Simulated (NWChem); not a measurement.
Basis-set dependence for C$_{2}$H$_{7}$Al

```xyz
10

Al     0.0000     0.0000    -0.5030
C      1.7273     0.0000     0.4228
H      2.3271    -0.8802     0.1312
H      1.6440     0.0000     1.5210
H      2.3271     0.8802     0.1312
C     -1.7273     0.0000     0.4228
H     -2.3271     0.8802     0.1312
H     -1.6440     0.0000     1.5210
H     -2.3271    -0.8802     0.1312
H      0.0000     0.0000    -2.1016
```
Charge 0, spin multiplicity 1.

All runs are NWChem calculations. All single points use one geometry, from PBE0/def2-SVP, a minimum by its harmonic frequencies.

Hartree-Fock energies in Ha, correlation energies in mHa.

The correlated methods keep 7 core orbitals frozen. The structure started from a generated list of species. Coupled-cluster values serve here as a point of comparison, not as the truth.

```
basis    functions         RHF     MP2  SCS-MP2    CCSD  CCSD+T(CCSD)  CCSD(T)  CR-CCSD[T]  CR-CCSD(T)
-------  ---------  ----------  ------  -------  ------  ------------  -------  ----------  ----------
3-21G           45  -319.96714  -219.2   -228.9  -257.7        -263.5   -263.3      -262.4      -262.2
cc-pVDZ         81  -321.72767  -365.7   -374.6  -413.9        -424.8   -424.5      -422.4      -422.2
```

From 3-21G to cc-pVDZ the Hartree-Fock energy moves by -1760.5 mHa and the MP2 correlation energy by -146.5 mHa, which is 40 % of its value in the larger set.
